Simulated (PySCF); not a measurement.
BFH₆O₂Si₂, SMILES OB(O)[SiH2][SiH2]F. Heavy atoms are numbered as in [SiH2:1]([F:2])[SiH2:3][B:4]([OH:5])[OH:6]. Hydrogens are named by the atom that carries them.

Geometry: r2SCAN-D4/def2-SVP. The structure was generated by enumeration, and PubChem lists no compound with its InChIKey, so it may never have been made. Other conformers were not sampled.

Method: PBE/pcSseg-1 run with PySCF.

GIAO shieldings, no solvent; atoms alike by connectivity are averaged. δ = σ(ref) − σ: ²⁹Si against TMS (σ = 335.4 ppm); ¹⁹F against CFCl3 (σ = 133.6 ppm); ¹¹B against BF3 (σ = 83.9 ppm); ¹⁷O against H2O (σ = 334.3 ppm); ¹H against TMS (σ = 31.49 ppm), references at their B3LYP-D3(BJ)/def2-TZVP geometries, non-relativistic.

Problem. Estimate the chemical shifts. (The exact figures need the calculation; the answer reports its results.)

Solution. 
| nucleus | atoms | count | δ (ppm) |
|---|---|---|---|
| ²⁹Si | Si1 (SiH2) | 1 | 13.9 |
| ²⁹Si | Si3 (SiH2) | 1 | -125.9 |
| ¹⁹F | F2 | 1 | -276.2 |
| ¹¹B | B4 | 1 | 18.2 |
| ¹⁷O | O5 (OH) | 2 | 196.3 |
| ¹H | H on Si1 | 2 | 6.14 |
| ¹H | H on O5 | 2 | 4.82 |
| ¹H | H on Si3 | 2 | 3.56 |
